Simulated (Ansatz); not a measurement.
Basis-set extrapolation for H8N2Si2, SMILES `NN([SiH3])[SiH3]` (PBE0-D4/def2-TZVP geometry, frozen core, Ansatz). Multiplicity 1, RHF reference.

```csv
,def2-TZVPP,def2-QZVPP
HF,-691.486163,-691.510500
MP2 correlation,-0.681522,-0.730393
CCSD(T) correlation,-0.761531,not run
```

Energies in hartree. Use E(X) = E(∞) + A·exp(−7.88·√X) for Hartree–Fock and E(X) = E(∞) + B·X^(−2.97) for correlation, with X = 3 and 4, and add CCSD(T) minus MP2 of the smaller set to the MP2 limit.

Task: What is the CCSD(T) energy at the basis-set limit?

Result: HF limit: -691.510500 + (-0.024337) × 0.13774 = -691.51385. MP2 limit: -0.730393 + (-0.048871) × 0.74074 = -0.76659. Higher-order term: -0.761531 − (-0.681522) = -0.08001. Total: -692.36045 hartree, 296.0 kJ/mol below CCSD(T)/def2-TZVPP.
